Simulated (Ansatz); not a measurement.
Kohn–Sham single points on H$_{4}$S$_{3}$Sn, SMILES `[SH][SnH]([SH])[SH]`.

```yaml
crystal:
  periodic: [false, false, false]
  atoms:
    - {symbol: S, position_ang: [-0.111040, 1.526705, -1.635834]}
    - {symbol: Sn, position_ang: [-0.128784, 0.510952, 0.537664]}
    - {symbol: S, position_ang: [2.016667, -0.491708, 0.915830]}
    - {symbol: S, position_ang: [-1.800335, -1.209072, 0.559399]}
    - {symbol: H, position_ang: [-0.860165, 0.532789, -2.142696]}
    - {symbol: H, position_ang: [-0.463197, 1.668201, 1.740256]}
    - {symbol: H, position_ang: [2.312841, -0.432618, -0.393693]}
    - {symbol: H, position_ang: [-0.873686, -2.162348, 0.363075]}
basis:
  gaussian: {orbitals: def2-TZVPP}
hamiltonian: {xc: {name: B2PLYP}}
```

```sh
$ ansatz run in.yaml --threads 4 --pin off --events-out ev --progress --plain --max-ram 10444MiB
```

Output, abridged:

```
Functional definition: B2PLYP
  name "B2PLYP"
  cite "Grimme, J. Chem. Phys. 124, 034108 (2006) doi:10.1063/1.2148954"
  cite "Becke, Phys. Rev. A 38, 3098 (1988) doi:10.1103/PhysRevA.38.3098"
  cite "Lee, Yang & Parr, Phys. Rev. B 37, 785 (1988) doi:10.1103/PhysRevB.37.785"
  parameter a = 0.53
  parameter c = 0.27
  exchange = (1 - a)*b88_x + a*exact_x
  correlation = (1 - c)*lyp_c + c*(mp2_os + mp2_ss)
1481 factors; integrals over basis functions are off by at most 1.2e-3 eV
mean field evaluation 1: about -38380.7639 eV, gradient 2.3e1 eV
mean field evaluation 2: about -38380.9034 eV, gradient 2.3e1 eV
mean field evaluation 4: about -38382.3130 eV, gradient 2.5e0 eV
mean field evaluation 8: about -38382.3314 eV, gradient 3.8e-2 eV
mean field evaluation 16: about -38382.3314 eV, gradient 1.7e-5 eV
mean field -38382.33139984 eV, -1410.5246624656 hartree, gradient 6.7e-6 eV, S^2 0.000000; 0 other end points of the search recorded, 0 dependent functions left out
19 core orbitals not correlated: weight in the atoms' cores, before any rotation towards them, 1.000 or more for the frozen orbitals, at most 0.000 for the correlated occupied ones
reference -38382.33157293 eV, -1410.5246688264 hartree; 18, 18 occupied and 195, 195 virtual orbitals, 1481 factors
second order -28.52334169 eV of doubles, -0.00000000 eV of singles
Total energy: -38390.03287519 eV, -1410.8076864642 hartree
```

It took 6.5 s on 4 threads of an Arm Neoverse V1 on a shared host, with 0.62 GiB of host memory at the peak.

With the line `hamiltonian: {xc: {name: BLYP}, dispersion: d4}` (abridged; 2.5 s):

```
Functional definition: BLYP
mean field evaluation 16: about -38404.2819 eV, gradient 8.8e-5 eV
mean field -38404.28194853 eV, -1411.3313302513 hartree, gradient 2.2e-5 eV, S^2 0.000000
Total energy: -38404.83781425 eV, -1411.3517579397 hartree
```

Changing it to `hamiltonian: {xc: pbe0, dispersion: d4}` (abridged; 3.9 s):

```
Functional definition: PBE0
mean field evaluation 16: about -38395.0273 eV, gradient 3.0e-5 eV
mean field -38395.02726309 eV, -1410.9912268344 hartree, gradient 3.0e-5 eV, S^2 0.000000
Total energy: -38395.26235844 eV, -1410.9998664292 hartree
```

Changing it to `hamiltonian: {xc: {name: B3LYP}, dispersion: d4}` and forces (abridged; 6.5 s):

```
Functional definition: B3LYP
mean field evaluation 16: about -38409.6299 eV, gradient 5.3e-5 eV
mean field -38409.62987990 eV, -1411.5278631042 hartree, gradient 5.3e-5 eV, S^2 0.000000
Total energy: -38410.07048022 eV, -1411.5440548672 hartree
Atom 0 force    -0.021590     0.106105    -0.261946 eV/Å
Atom 1 force    -0.048862     0.171158     0.176156 eV/Å
Atom 2 force     0.262341    -0.106644     0.022128 eV/Å
Atom 3 force    -0.178864    -0.220703     0.010691 eV/Å
Atom 4 force     0.012467     0.025591    -0.021258 eV/Å
Atom 5 force    -0.014084     0.048346     0.051377 eV/Å
Atom 6 force     0.021812    -0.015693     0.022306 eV/Å
Atom 7 force    -0.033219    -0.008159     0.000545 eV/Å
Dipole moment:     0.006885    -0.048643    -0.053329 e Å
```

Changing it to `hamiltonian: {xc: {name: r2SCAN0}, dispersion: d4}` (abridged; 7 s):

```
Functional definition: r2SCAN0
mean field evaluation 16: about -38405.0976 eV, gradient 4.7e-5 eV
mean field -38405.09756678 eV, -1411.3613036692 hartree, gradient 4.7e-5 eV, S^2 0.000000
Total energy: -38405.17683344 eV, -1411.3642166649 hartree
```

Changing it to `hamiltonian: {xc: {name: r2SCANh}, dispersion: d4}` (abridged; 6.5 s):

```
Functional definition: r2SCANh
mean field evaluation 16: about -38405.7647 eV, gradient 2.5e-5 eV
mean field -38405.76474795 eV, -1411.3858221249 hartree, gradient 2.5e-5 eV, S^2 0.000000
Total energy: -38405.83529204 eV, -1411.3884145722 hartree
```

B3LYP takes the VWN-RPA correlation (the form of Gaussian; ORCA's B3LYP/G).
